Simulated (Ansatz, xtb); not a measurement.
Two structures of BH4SbSi

Structure X: `[BH]1[SiH2][SbH]1`, a singlet. Structure Y: a singlet given by its coordinates. Both are isolated molecules in the gas phase, relaxed with PBE0-D3(BJ)/def2-SVP.

X (Å):

```yaml
atoms:
  - { symbol: B, position_ang: [-0.0639, -2.4519, -0.1823] }
  - { symbol: Sb, position_ang: [1.0531, -0.5592, -0.3241] }
  - { symbol: Si, position_ang: [-1.3098, -1.4749, -1.2572] }
  - { symbol: H, position_ang: [-0.1115, -3.2253, 0.7345] }
  - { symbol: H, position_ang: [-0.9382, -1.0610, -2.6394] }
  - { symbol: H, position_ang: [-2.7194, -1.1068, -0.9303] }
  - { symbol: H, position_ang: [1.0230, -0.5263, 1.3945] }
```

Y (Å):

```yaml
atoms:
  - { symbol: B, position_ang: [-1.5810, -1.4165, 0.6613] }
  - { symbol: Sb, position_ang: [-0.2707, 0.2247, -0.0276] }
  - { symbol: Si, position_ang: [0.6666, -1.4000, -1.5121] }
  - { symbol: H, position_ang: [-1.5118, -2.5325, 0.2040] }
  - { symbol: H, position_ang: [-2.3918, -1.1795, 1.5257] }
  - { symbol: H, position_ang: [0.2326, -2.8268, -1.5964] }
  - { symbol: H, position_ang: [1.7675, -1.1546, -2.4969] }
```

Close contacts (Å): B1–Sb2 2.21, Sb2–Si3 2.39, B1–H4 1.21, B1–H5 1.21, Si3–H6 1.49, Si3–H7 1.50.

Energies in hartree; the thermal terms are from PBE0-D3(BJ)/def2-SVP harmonic frequencies (ideal gas, rigid rotor, one conformer each, 298.15 K, 1 atm) and include the zero-point energy:

```
                               X           Y
E, CCSD(T)/def2-TZVP  −555.761323  −555.775711
   zero-point energy     0.034841     0.036305
        H(298 K) − E     0.041092     0.042957
        G(298 K) − E     0.005449     0.006038
```

Question: Work out ΔE, ΔE₀, ΔH and ΔG for X → Y in kcal/mol (1 Eh = 627.51 kcal/mol) and the equilibrium ratio [Y]/[X].

Answer: 1. ΔE = −555.775711 − (−555.761323) = −0.014388 Eh = −9.03 kcal/mol.
2. ΔE₀ = ΔE + ΔZPE = −0.014388 + (+0.001464) Eh = −8.11 kcal/mol.
3. ΔH = ΔE + (+0.001865) Eh = −7.86 kcal/mol.
4. ΔG = ΔE + (+0.000589) Eh = −8.66 kcal/mol, so ΔS = (ΔH − ΔG)/T = +11.2 J/(mol K).
5. kT = 0.9442 mEh, so K = [Y]/[X] = exp(−ΔG/kT) = exp(+14.61) ≈ 2.2 × 10^6.

Structure Y is favoured at this temperature. An error of 1 kcal/mol in ΔG would change K by a factor of 5.4. Mirror images and further conformers aren't counted.

Other levels gave ΔE = −6.2 (PBE0-D3(BJ)/def2-SVP); −13.9 (HF/def2-TZVP); −10.2 (MP2/def2-TZVP) kcal/mol. The correlated steps freeze 10 core orbitals; the filled d shell of Sb is correlated, in a basis made for valence electrons. Atoms past krypton carry core potentials in the def2 sets, without spin–orbit terms. Programs: Ansatz 0.2.0.
